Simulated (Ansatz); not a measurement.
Input file for ClH$_{5}$N$_{2}$Si, SMILES `N[SiH](N)Cl`:

```yaml
crystal:
  periodic: [false, false, false]
  atoms:
    - {symbol: N, position_ang: [-0.509780, 1.299846, -0.391950]}
    - {symbol: Si, position_ang: [0.353094, -0.162760, -0.342522]}
    - {symbol: N, position_ang: [0.059306, -0.889833, 1.162637]}
    - {symbol: Cl, position_ang: [-0.311824, -1.187597, -2.017209]}
    - {symbol: H, position_ang: [-0.798366, 1.704378, -1.266040]}
    - {symbol: H, position_ang: [-0.413922, 1.982169, 0.341571]}
    - {symbol: H, position_ang: [1.826554, -0.127343, -0.492099]}
    - {symbol: H, position_ang: [0.678602, -1.603382, 1.510815]}
    - {symbol: H, position_ang: [-0.883666, -1.015489, 1.494796]}
basis:
  gaussian: {orbitals: def2-TZVPP}
correlation: {method: ccsd_t}
output: {orbitals: {seedname: orbitals}}
```

```sh
$ ansatz run in.yaml --threads 2 --pin off --events-out ev --progress --plain
```

Log, shortened:

```
Functional definition: HF
1255 factors; integrals over basis functions are off by at most 1.2e-3 eV
mean field evaluation 1: about -23409.7041 eV, gradient 4.5e1 eV
mean field evaluation 2: about -23409.8940 eV, gradient 4.6e1 eV
mean field evaluation 4: about -23413.9866 eV, gradient 3.1e0 eV
mean field evaluation 8: about -23414.0326 eV, gradient 2.1e-1 eV
mean field -23414.03273423 eV, -860.4498323815 hartree, gradient 3.7e-6 eV, S^2 0.000000; 0 other end points of the search recorded, 0 dependent functions left out
12 core orbitals not correlated: weight in the atoms' cores, before any rotation towards them, 1.000 or more for the frozen orbitals, at most 0.000 for the correlated occupied ones
reference -23414.03273423 eV, -860.4498323815 hartree; 13, 13 occupied and 191, 191 virtual orbitals, 1255 factors
second order -20.15181404 eV of doubles, -0.00000000 eV of singles
cycle   1  -20.74433852 eV  change   -5.9e-1 eV  update   8.1e-2
cycle   2  -21.17485711 eV  change   -4.3e-1 eV  update   2.2e-2
cycle   3  -21.24606286 eV  change   -7.1e-2 eV  update   1.0e-2
cycle   4  -21.23839328 eV  change    7.7e-3 eV  update   2.3e-3
cycle   5  -21.23872866 eV  change   -3.4e-4 eV  update   1.1e-3
cycle   6  -21.23885186 eV  change   -1.2e-4 eV  update   3.0e-4
cycle   7  -21.23873640 eV  change    1.2e-4 eV  update   1.1e-4
cycle   8  -21.23873383 eV  change    2.6e-6 eV  update   3.4e-5
cycle   9  -21.23873471 eV  change   -8.8e-7 eV  update   9.8e-6
perturbative correction -0.81938098 eV, -0.0301116957 hartree
Total energy: -23436.09084993 eV, -861.2604531818 hartree
```

Run time 120 s (2 threads of a server CPU on a shared host); peak host memory 3 GiB.

Correlation energy per correlated electron: -0.848 eV. T1 diagnostic: 0.0092.
